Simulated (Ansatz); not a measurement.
## Ligand exchange: GeH2(CH3)2 + SiH2(OH)(SiH3) → GeH(CH3)2(SiH3) + SiH3(OH)

Species: GeH2(CH3)2, singlet; SiH2(OH)(SiH3), singlet; GeH(CH3)2(SiH3), singlet; SiH3(OH) (silanol), singlet. The partners trade H for SiH3: Ge–H and Si–SiH3 bonds give way to Ge–SiH3 and Si–H.

Shapes, held fixed at every level: PBE0-D4/def2-TZVP. Flexible molecules stand in one conformer, not always the lowest. Programs: Ansatz 0.2.0. Electronic energies: no zero-point or thermal term.

Problem. Estimate ΔE of this reaction.

Solution. The highest level, CCSD(T)/def2-TZVPP, gives ΔE = -22.7 kJ/mol; the levels span -27.3 to -17.5. The column of differences is taken from that level and isn't an error. No measured value is set beside it here. Relativity is left out for Ge. Outer-core shells of Ge are correlated, in sets that cover them unevenly.

```tsv
level	kind	ΔE (kJ/mol)	less CCSD(T)/def2-TZVPP
HF/def2-TZVPP	Hartree–Fock	-19.7	+3.0
PBE0-D4/def2-TZVPP	global hybrid	-17.5	+5.2
wB97M-V/def2-TZVPP	range-separated hybrid	-22.0	+0.7
wB97X-V/def2-TZVPP	range-separated hybrid	-18.2	+4.5
B2PLYP/def2-TZVPP	double hybrid	-21.0	+1.7
MP2/def2-TZVPP	perturbation theory	-27.3	-4.6
CCSD(T)/def2-TZVPP	coupled cluster or CI	-22.7	0.0
```
